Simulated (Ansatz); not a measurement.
One change: `CB[TeH]` becomes `CBC`.

Ansatz, PBE0-D4/def2-TZVP geometries, multiplicity 1. 

Elements past krypton have def2 core potentials.

| property | `CB[TeH]` |
| --- | --- |
| LUMO energy (ωB97M-V/def2-TZVPP) / eV | 0.70 |
| size of the dipole moment (ωB97M-V/def2-TZVPP) / D | 0.87 |
| size of the dipole moment (PBE/def2-TZVPP) / D | 0.72 |
| HOMO–LUMO gap (PBE0/def2-TZVPP) / eV | 5.70 |
| HOMO–LUMO gap (PBE/def2-TZVPP) / eV | 3.87 |
| size of the dipole moment (B3LYP/def2-TZVPP) / D | 0.74 |

(1) Give the same properties after the change, and the shifts. (Estimate.)

## Answers

(1) Ansatz gave: 
| property | `CBC` | shift |
| --- | --- | --- |
| LUMO energy (ωB97M-V/def2-TZVPP) / eV | 1.36 | 0.66 |
| size of the dipole moment (ωB97M-V/def2-TZVPP) / D | 0.43 | -0.44 |
| size of the dipole moment (PBE/def2-TZVPP) / D | 0.47 | -0.25 |
| HOMO–LUMO gap (PBE0/def2-TZVPP) / eV | 8.05 | 2.35 |
| HOMO–LUMO gap (PBE/def2-TZVPP) / eV | 5.62 | 1.75 |
| size of the dipole moment (B3LYP/def2-TZVPP) / D | 0.42 | -0.32 |

With PBE0 the HOMO falls by 1.74 eV and the LUMO rises by 0.62 eV, so the gap widens by about 2.36 eV. PBE moves the HOMO by -1.29 eV and ωB97M-V by -2.04 eV. The zero-point energy changes by 74.6 kJ/mol with +6 modes. Dipoles are sizes alone; their direction can turn.

B3LYP here is the variant with VWN-RPA as its local correlation; programs differ in this.

Spin–orbit coupling is left out; it splits and shifts lone-pair levels of the heavy atoms by tenths of an eV.
